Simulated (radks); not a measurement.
Task: The mean radii <r> (bohr) of the occupied orbitals of an atom or ion are listed with their occupations. Calculated with a radial shooting solver on a logarithmic mesh with Libxc functionals: scalar-relativistic Kohn-Sham, LB94 model potential, spin-polarised, spherical densities, finite nucleus; Fermi nuclear charge, rms radius of each element as measured or else 0.836 A^(1/3) + 0.57 fm.

orbital  occ.      <r>
1s up       1  0.01630
1s down     1  0.01630
2s up       1  0.06864
2s down     1  0.06864
2p up       3  0.06222
2p down     3  0.06222
3s up       1   0.1773
3s down     1   0.1773
3p up       3   0.1788
3p down     3   0.1788
3d up       5   0.1619
3d down     5   0.1619
4s up       1   0.3912
4s down     1   0.3913
4p up       3   0.4166
4p down     3   0.4168
4d up       5   0.4370
4d down     5   0.4373
4f down     7   0.4546
4f up       7   0.4543
5s up       1   0.8219
5s down     1   0.8192
5p up       3   0.9023
5p down     1   0.8988

Name the element and its charge. Open shells, if any, are filled with parallel spins first.

Result: Z = 81, thallium, charge +15: Tl15+ in [Kr] 4d10 4f14 5s2 5p4. The 1s radius gives Z: for a bare nucleus <r> = (2 gamma + 1)/(2Z) with gamma = sqrt(1 - (Z/c)^2), 0.01613 bohr for Z = 81, and screening makes it slightly larger (0.01630 here). The occupations add up to 66, and the charge is Z minus that.
